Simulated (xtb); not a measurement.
Harmonic IR lines of one isomer of C3H8OSi, unscaled. All values below come from xtb with GFN2-xTB.

| wavenumber (cm⁻¹) | relative intensity |
|---|---|
| 155 | 5.3 |
| 334 | 5.1 |
| 406 | 45 |
| 463 | 15 |
| 548 | 18 |
| 597 | 16 |
| 688 | 4.0 |
| 774 | 56 |
| 785 | 69 |
| 805 | 90 |
| 910 | 7.4 |
| 936 | 13 |
| 1079 | 17 |
| 1140 | 5.4 |
| 1295 | 4.1 |
| 1327 | 17 |
| 2217 | 100 |
| 2245 | 88 |
| 2297 | 79 |
| 2872 | 22 |
| 2943 | 6.9 |
| 3058 | 16 |
| 3112 | 9.5 |

Task: Say which structure gives these lines.
(A) `C=C(O)C[SiH3]`
(B) `O/C=C/C[SiH3]`
(C) `OC/C=C/[SiH3]`
(D) `C=C([SiH3])CO`

Result: D, `C=C([SiH3])CO`
